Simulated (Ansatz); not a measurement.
Two members of one family (Same ligands, another metal), computed with Ansatz in the gas phase; def2 core potentials for Re, Tc, no spin–orbit coupling. The two geometries come from different levels. Binding counts from free atoms in the multiplicity of their measured ground term, without zero-point energy. Names give formal oxidation states. The structures are stationary points that may keep the symmetry of their start. Remarks come from the PBE and PBE0 runs and from stability tests at other levels; not every state was tested.

First: ReO3(OH) (singlet, charge 0, PBE-D4/def2-SVP geometry).

```xyz
6

Re   -0.4399   -0.0173    0.0022
O    -1.4745    0.7781    1.1199
O    -0.8131    0.5035   -1.5929
O    -0.7139   -1.7130    0.0763
O     1.3430    0.4015    0.4518
H     2.0984    0.0472   -0.0572
```

```tsv
level	HOMO (eV)	LUMO (eV)	gap (eV)	binding per atom (eV)
PBE-D4/def2-SVP	-7.99	-3.73	4.26	5.04
PBE-D4/def2-TZVP	-8.07	-3.83	4.24	5.06
BLYP-D4/def2-TZVP	-7.97	-3.76	4.21	4.93
PBE0-D4/def2-SVP	-9.72	-3.18	6.54	4.44
CAM-B3LYP-D4/def2-TZVP	-11.15	-2.14	9.01	4.53
```

Metal–donor distances: 4 × O 1.72 to 1.89 Å.

Second: TcO3(OH) (singlet, charge 0, PBE0-D4/def2-SVP geometry).

```xyz
6

Tc   -0.0352    0.1558   -0.4178
O    -1.6336    0.6072   -0.4846
O     0.9258    1.3323   -1.0858
O     0.1482   -1.2822   -1.2326
O     0.4880   -0.0546    1.3388
H     0.1069   -0.7585    1.8819
```

Task: What does the change do? Estimate second minus first.

Result: 
```tsv
level	Δ HOMO (eV)	Δ LUMO (eV)	Δ gap (eV)	Δ binding per atom (eV)
PBE-D4/def2-SVP	-0.08	-0.37	-0.29	-0.17
PBE-D4/def2-TZVP	-0.12	-0.40	-0.28	-0.24
BLYP-D4/def2-TZVP	-0.13	-0.41	-0.28	-0.24
PBE0-D4/def2-SVP	-0.12	-0.43	-0.30	-0.23
CAM-B3LYP-D4/def2-TZVP	-0.17	-0.45	-0.28	-0.34
```

Metal–donor distances: 4 × O 1.66 to 1.84 Å. Remarks: restricted SCF unstable in HF.
